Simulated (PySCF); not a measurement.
Working out the ionisation energy of Ce

Ce [Xe] 4f1 5d1 6s2 (high-spin determinant) → Ce⁺ [Xe] 4f1 5d2 (high-spin determinant). Calculation: PySCF 2.14, in x2c-TZVPPall; the spin-free X2C one-electron Hamiltonian (Gaussian nucleus). Frozen: [Kr] 4d10. Energies in hartree (1 hartree = 27.21139 eV):

| part | Ce (lower) | Ce⁺ (upper) |
| --- | --- | --- |
| UHF | -8856.289646 | -8856.125809 |
| CCSD correlation | -0.296142 | -0.257329 |
| (T) | -0.014863 | -0.009103 |

**Question.** What does Hartree-Fock give?

**Answer.** (-8856.125809) − (-8856.289646) = 0.163837 hartree = 4.458 eV.

**Question.** What do CCSD and CCSD(T) give?

**Answer.** The CCSD correlation energies differ by 0.038813 hartree = 1.056 eV and the triples by 0.005760 hartree = 0.157 eV, so CCSD gives 5.514 eV and CCSD(T) 5.671 eV.

A first-order spin-orbit estimate adds -0.036 eV to CCSD(T) (valence), giving 5.635 eV against 5.539 eV (measured; NIST Atomic Spectra Database, ionization energies).

One determinant mixes LS terms, so it does not stand for a single term.

What remains against the reference includes basis incompleteness, the frozen core and higher excitations.
